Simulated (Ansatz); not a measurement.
Reaction (redistribution): `CO[SiH](N)[SiH3]` + `[OH][Zn][SeH]` → `N[SiH]([SiH3])[SeH]` + `C[O][Zn][OH]`

Isolated molecules relaxed with PBE0-D4/def2-TZVP in Ansatz; ΔE leaves out vibrations. CBS: MP2 limit from def2 TZ/QZ plus the TZ coupled-cluster correction, frozen cores. Functionals use def2-TZVPP. For Se, Zn outer-core shells are correlated without core-valence functions, which leaves a few kJ/mol of doubt a bond. Scalar relativity is left out up to krypton. One conformer a species, not always the lowest.

| species | r2SCAN energy (Eh) |
| --- | --- |
| `CO[SiH](N)[SiH3]` | -752.48402 |
| `[OH][Zn][SeH]` | -4257.40823 |
| `N[SiH]([SiH3])[SeH]` | -3039.50047 |
| `C[O][Zn][OH]` | -1970.34552 |

Q: Work out ΔE.

A: ΔE = (-3039.50047) + (-1970.34552) − (-752.48402) − (-4257.40823) = 0.04626 Eh = +121.5 kJ/mol. CCSD(T)/CBS gives +125.1 kJ/mol.

Largest T1 diagnostic among the species: 0.017.

In def2-TZVPP, CCSD(T) changes the Hartree–Fock value by −22.1 kJ/mol (the triples alone add −2.5 kJ/mol) and MP2 by −25.0 kJ/mol. From PBE to PBE0 (25 % exact exchange), in def2-TZVPP and without D4, ΔE moves by +8.6 kJ/mol.
